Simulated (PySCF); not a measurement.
**Stretching ZnO⁺**

Set-up: PySCF, no relativity, basis sets Zn def2-TZVPPD, O def2-TZVPPD. Energies in eV from Zn⁺ + O in their ground configurations at the same level. State: ²Π (doublet), unpaired electrons π ↑.

All columns are ωB97X-V. A positive dipole points towards O; it is taken about the centre of mass and depends on that origin.

| R (Å) | E (eV) | μ (D) | Mulliken charge on Zn (basis-dependent) | HOMO (eV) | LUMO (eV) | Mayer bond order | ⟨S²⟩ |
| --- | --- | --- | --- | --- | --- | --- | --- |
| 1.549 | -0.729 | -4.57 | 1.07 | -18.30 | -8.95 | 1.33 | 0.76 |
| 1.621 | -1.270 | -4.70 | 1.03 | -18.04 | -8.97 | 1.28 | 0.76 |
| 1.693 | -1.556 | -4.81 | 1.01 | -17.81 | -9.05 | 1.23 | 0.76 |
| 1.747 | -1.651 | -4.88 | 1.01 | -17.65 | -9.12 | 1.20 | 0.77 |
| 1.801 | -1.669 | -4.93 | 1.02 | -17.50 | -9.18 | 1.17 | 0.77 |
| 1.855 | -1.630 | -4.96 | 1.03 | -17.37 | -9.25 | 1.14 | 0.78 |
| 1.927 | -1.514 | -4.95 | 1.06 | -17.24 | -9.32 | 1.08 | 0.80 |
| 2.017 | -1.310 | -4.78 | 1.08 | -17.16 | -9.38 | 0.99 | 0.87 |
| 2.125 | -1.042 | -4.31 | 1.08 | -17.22 | -9.37 | 0.82 | 1.02 |
| 2.269 | -0.733 | -3.55 | 1.06 | -17.26 | -9.30 | 0.58 | 1.26 |

A fit through these points gives, at Re = 1.789 Å, μ = -4.92 D and dμ/dR = -0.872 D/Å; the reduced mass is 12.79 u.

How strong is the fundamental in the double-harmonic approximation, I = 42.26·(dμ/dR)²/μred km/mol?

I = 42.26·(-0.872)²/12.79 = 2.51 km/mol at ωB97X-V.

⟨S²⟩ of the unrestricted solution departs from its pure value on part of the curve, where spin states mix. For an ion De counts to the pair picked by the measured ionisation energies or electron affinities, which need not be the lowest pair at this level. The state is the lowest determinant that a PBE0 search found; another state may lie lower at other levels.
